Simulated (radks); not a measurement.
Results of a calculation; reference values are marked as such.
Initial-state core-level shifts of the tungsten ion W+ when its valence configuration changes from [Xe] 4f14 5d4 6s1. Level of theory: scalar-relativistic Kohn-Sham, BLYP, spin-unpolarised, spherical densities, point nucleus (a radial shooting solver on a logarithmic mesh with Libxc functionals). Shifts are changes of the shell-averaged eigenvalues in eV (positive: less bound).

valence,3s,4s,4d,5p
4f14 5d3 6s1 6p1,-4.238,-4.235,-4.245,-3.945
4f13 5d3 6s2 6p1,-19.666,-18.503,-17.759,-10.086
4f13 5d4 6s1 6p1,-16.427,-15.291,-14.539,-7.277
4f13.5 5d4 6s1.5,-7.258,-6.728,-6.366,-2.837
4f14 5d5,+2.381,+2.380,+2.391,+2.195
4f13 5d5 6s1,-11.961,-10.836,-10.078,-3.160
4f13 5d2.5 6s2 6p1.5,-22.116,-20.937,-20.196,-12.255
4f14 5d3.5 6s0.5 6p1,-2.820,-2.821,-2.825,-2.675
4f14 5d4 6s0.5 6p0.5,-0.746,-0.748,-0.747,-0.739
